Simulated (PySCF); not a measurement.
**Computed structure and properties of La(NO3)3**

System: La(NO3)3 (singlet); start: displaced along the imaginary mode (D3). Method: PySCF 2.14.0, RKS PBE0, La lcecp-1-SVP with ECP46, O def2-SVP, N def2-SVP; non-relativistic Hamiltonian with scalar-relativistic core potentials where named; density fitting; no spin-orbit coupling.

Input of the relaxation:

```python
mol = gto.M(atom='''
La     0.00000     0.00000     0.00000
O      2.21673    -0.25002     1.07230
O      2.21674     0.24998    -1.07230
N      2.91273    -0.00003     0.00000
O      4.09510    -0.00004     0.00000
O     -0.89184     2.04476     1.07230
O     -1.32486     1.79476    -1.07230
N     -1.45634     2.52251     0.00000
O     -2.04752     3.54648     0.00000
O     -1.32489    -1.79474     1.07230
O     -0.89188    -2.04474    -1.07230
N     -1.45639    -2.52249    -0.00000
O     -2.04759    -3.54644    -0.00000''',
    basis={'La': 'lcecp-1-SVP', 'O': 'def2-SVP', 'N': 'def2-SVP'},
    ecp={'La': 'lcecp-1-SVP'},
    charge=0, spin=0)
mf = dft.RKS(mol, xc='PBE0')
mf.grids.atom_grid = (50, 194)  # f atoms: unpruned, at least (60, 302)
mf = mf.density_fit()  # fitting sets: La AutoAux, O def2-universal-JKFIT, N def2-universal-JKFIT
mf.conv_tol = 1e-08; mf.max_cycle = 55
mf.kernel(dm0)  # dm0: converged density of the start geometry
# quasi-Newton relaxation in Cartesian coordinates to a largest gradient under 0.00045 Eh/bohr, steps kept in the point group
```

Run from Python with OMP_NUM_THREADS=4; the lines above give its settings. Where DIIS fails, smearing, a level shift and second-order steps follow.
It took 2.1 min on 4 threads of Intel(R) Xeon(R) 6975P-C (Granite Rapids), on a shared host, from the converged density of the start.

Course of the relaxation:

| step | energy above end (eV) | largest force component within the symmetry (eV/Å) |
| --- | --- | --- |
| 0 | 0.1339 | 1.349 |
| 1 | 0.0143 | 0.382 |
| 2 | 0.0097 | 0.190 |
| 3 | 0.0082 | 0.037 |
| 4 | 0.0061 | 0.131 |
| 5 | 0.0031 | 0.191 |
| 6 | 0.0012 | 0.118 |
| 7 | 0.0003 | 0.015 |
| 8 | 0.0000 | 0.014 |
| 9 | 0.0000 | 0.014 |

Relaxed geometry (D3):

```xyz
13

La    0.0000    0.0000    0.0000
O     2.2173   -0.1292    1.0642
O     2.2173    0.1291   -1.0642
N     2.9132    0.0000    0.0000
O     4.0957    0.0000    0.0000
O    -0.9968    1.9848    1.0642
O    -1.2205    1.8557   -1.0642
N    -1.4566    2.5229    0.0000
O    -2.0478    3.5470    0.0000
O    -1.2205   -1.8556    1.0642
O    -0.9968   -1.9848   -1.0642
N    -1.4566   -2.5229    0.0000
O    -2.0479   -3.5470    0.0000
```

```csv
contact,Å
La1–O3 (NO3),2.463
La1–O7 (NO3),2.463
La1–O10 (NO3),2.463
```

On the finer grid (75, 302):

- HOMO: -9.20 eV
- LUMO: -2.70 eV
- Dipole about the centre of mass: 0.00 D
- Set of Mulliken populations of La1 outside the core potential: s 2.17, p 6.26, d 1.04, f 0.08
- D3(BJ) dispersion energy (not in the energies): -0.291 eV

| atom | Mulliken (e) | Löwdin (e) | spin (e) |
| --- | --- | --- | --- |
| La1 | 1.45 | 0.87 | 0.00 |
| O2 | -0.39 | -0.26 | 0.00 |
| O3 | -0.39 | -0.26 | 0.00 |
| N4 | 0.46 | 0.34 | 0.00 |
| O5 | -0.16 | -0.12 | 0.00 |
| O6 | -0.39 | -0.26 | 0.00 |
| O7 | -0.39 | -0.26 | 0.00 |
| N8 | 0.46 | 0.34 | 0.00 |
| O9 | -0.16 | -0.12 | 0.00 |
| O10 | -0.39 | -0.26 | 0.00 |
| O11 | -0.39 | -0.26 | 0.00 |
| N12 | 0.46 | 0.34 | 0.00 |
| O13 | -0.16 | -0.12 | 0.00 |

The large-core potential holds the 4f shell empty.

On the grid (50, 194), as all that follows. Harmonic modes: a minimum within the noise of the softest modes; lowest 29 cm⁻¹ (negative: unstable), highest 1814 cm⁻¹, zero-point energy 1.368 eV.

Taking off one NO3 (charge -1, singlet; the rest: singlet) in vacuum, both parts rigid, costs 8.83 eV; the small basis without counterpoise inflates it. Most of it is the attraction of opposite charges; other ways to part are cheaper, and one spin state was tried for the rest.

Rigid scan of NO3 along the line from its metal:

distance to the donors' midpoint (Å), energy (eV) and a bar:
```
     1.92      0.818 #######
     2.02      0.323 ###
     2.12      0.072 #
     2.22      0.000 
     2.32      0.058 
     2.42      0.205 ##
     2.62      0.661 #####
     2.92      1.495 ############
     3.32      2.562 #####################
     3.82      3.619 ##############################
```

One start shape was tried, so this needn't be the lowest isomer.
